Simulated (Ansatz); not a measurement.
Species: BH2S, charge 0, doublet. BH2S (SMILES B[S], doublet).
B3LYP-D3(BJ)/def2-TZVP minimum from Ansatz (an electronic-structure program):
```xyz
4

B     -0.7545    -0.8580     0.1056
H     -0.3829    -1.9333     0.4709
H     -1.9065    -0.6700    -0.1504
S      0.3789     0.4308    -0.0530
```
Charge 0, spin multiplicity 2.

Total energies in hartree (Ansatz). Open shells are spin-unrestricted; no spin-orbit coupling. Correlated methods leave the cores frozen. No relativity. Where a partner has so few electrons that a lower coupled-cluster level is exact, that level stands in.

```tsv
species	HF/cc-pV(T+d)Z	CCSD(T)/cc-pV(T+d)Z	HF/cc-pV(Q+d)Z	CCSD(T)/cc-pV(Q+d)Z	CCSDT(Q)/cc-pV(T+d)Z
1: BH2S (SMILES B[S], doublet)	-423.39912	-423.69611	-423.40412	-423.71909	-423.69816
2: B (doublet)	-24.53207	-24.59810	-24.53297	-24.60084	-24.59852
3: H (doublet)	-0.49981	-0.49981	-0.49995	-0.49995	-0.49981
4: S (triplet)	-397.50938	-397.65444	-397.51264	-397.66785	-397.65537
```

Q: Work out the atomisation energy (electronic, to ground-state atoms) in kJ/mol: take Hartree-Fock from cc-pV(Q+d)Z, extrapolate the CCSD(T) correlation energy as X^-3 (X = 3, 4), and add CCSDT(Q) - CCSD(T) in cc-pV(T+d)Z. 1 hartree = 2625.5 kJ/mol.

A: 
Species 1: correlation (64·(-0.31497) - 27·(-0.29699))/37 = -0.32809; step -0.00205; E1 = -423.40412 + (-0.32809) + (-0.00205) = -423.73426
Species 2: correlation (64·(-0.06787) - 27·(-0.06603))/37 = -0.06921; step -0.00042; E2 = -24.53297 + (-0.06921) + (-0.00042) = -24.60260
Species 3: correlation (64·(0.00000) - 27·(0.00000))/37 = 0.00000; step +0.00000; E3 = -0.49995 + (0.00000) + (+0.00000) = -0.49995
Species 4: correlation (64·(-0.15521) - 27·(-0.14506))/37 = -0.16262; step -0.00093; E4 = -397.51264 + (-0.16262) + (-0.00093) = -397.67619
-1·E1 +1·E2 +2·E3 +1·E4 = 0.45557 hartree = 1196.1 kJ/mol.
